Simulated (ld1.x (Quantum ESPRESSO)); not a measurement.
## erbium (Er) PAW: all-electron and pseudo phase curves

ld1.x (Quantum ESPRESSO) 7.5 input, shortened:

```
&input
   title='Er', zed=68., rel=1, dft='PBE', iswitch=3,
   config='[Xe] 4f12 5d0 6s1 6p0'
 /
 &inputp
   pseudotype=3, lpaw=.true., tm=.true., lloc=-1, rcloc=1.25,
   nlcc=.true., new_core_ps=.true.,
   which_augfun='PSQ', rmatch_augfun_nc=.true.
 /
8
5S  1  0   2.00   0.00  1.60  1.70  0.0
6S  2  0   1.00   0.00  1.60  1.70  0.0
5P  2  1   6.00   0.00  1.95  2.35  0.0
6P  3  1   0.00   0.00  1.95  2.35  0.0
5D  3  2   0.00   0.00  2.35  3.20  0.0
5D  3  2   0.00   0.35  2.35  3.20  0.0
4F  4  3  12.00   0.00  0.90  1.00  0.0
4F  4  3   0.00   2.75  0.90  1.00  0.0
 &test
   configts(1)='4f12 5s2 5p6 5d0 6s1 6p0'
 /
```

The phase is arctan(r·u′/u) with u = r·R(r), unwrapped; energies in Ry, scanned from -6 to 5 Ry. A pole is an energy at which the radial function vanishes at the test radius. The pseudo phase is shifted by a multiple of π to meet the all-electron one at the reference energy, and phase errors are pseudo minus all-electron; the curves can meet again beyond the range given. Levels narrower than the energy grid can be missing from the lists of poles.

```
channel  radius (bohr)  reference energy (Ry)  poles, all-electron             poles, pseudo  unbroken range about the reference energy with phases within 0.05 rad  phase error 1 Ry above the reference energy (rad)
      s           3.49                  -0.67          -4.29, 0.50               -4.29, 0.52                                                              below 0.2                                             +0.005
      p           3.49                  -0.40          -2.40, 1.49  -4.30, -2.40, 1.28, 4.46                                                            -4.3 to 1.6                                             -0.017
      d           3.49                  -0.49          -0.12, 3.33        -5.91, -0.13, 1.37                                                            -5.5 to 0.8                                             -0.002
      f           3.49                  -0.71          -0.70, 2.06               -0.70, 2.06                                                        the whole range                                             +0.000
```

The ghost test of this file was not conclusive. Its overlap operator is not positive definite in a basis up to 400 Ry (lowest eigenvalue p -0.29, d -0.67), so the file is unfit for use: the generalised eigenproblem breaks down once the basis is large enough, and its test numbers describe a broken file.

Phases in the p channel:

```csv
E (Ry),all-electron,pseudo
-6.00,1.444,4.586
-5.74,1.441,4.583
-5.48,1.437,4.579
-5.22,1.433,4.575
-4.96,1.429,4.571
-4.70,1.424,4.567
-4.44,1.419,4.566
-4.18,1.413,1.407
-3.92,1.405,1.403
-3.66,1.397,1.395
-3.40,1.387,1.385
-3.14,1.373,1.372
-2.88,1.353,1.351
-2.62,1.298,1.296
-2.36,-1.660,-1.661
-2.10,-1.771,-1.772
-1.84,-1.808,-1.809
-1.58,-1.844,-1.845
-1.32,-1.888,-1.889
-1.06,-1.952,-1.954
-0.80,-2.057,-2.058
-0.54,-2.263,-2.263
-0.28,-2.758,-2.759
-0.02,-3.671,-3.681
0.24,-4.221,-4.235
0.50,-4.447,-4.463
0.76,-4.561,-4.580
1.02,-4.631,-4.655
1.28,-4.681,-4.713
1.54,-4.720,-4.765
1.80,-4.753,-4.823
2.06,-4.785,-4.905
2.32,-4.819,-5.074
2.58,-4.857,-5.734
2.84,-4.906,-7.229
3.10,-4.977,-7.586
3.36,-5.098,-7.702
3.62,-5.360,-7.761
3.88,-6.088,-7.799
4.14,-7.048,-7.827
4.40,-7.427,-7.850
4.66,-7.581,-7.869
4.92,-7.663,-7.887
```
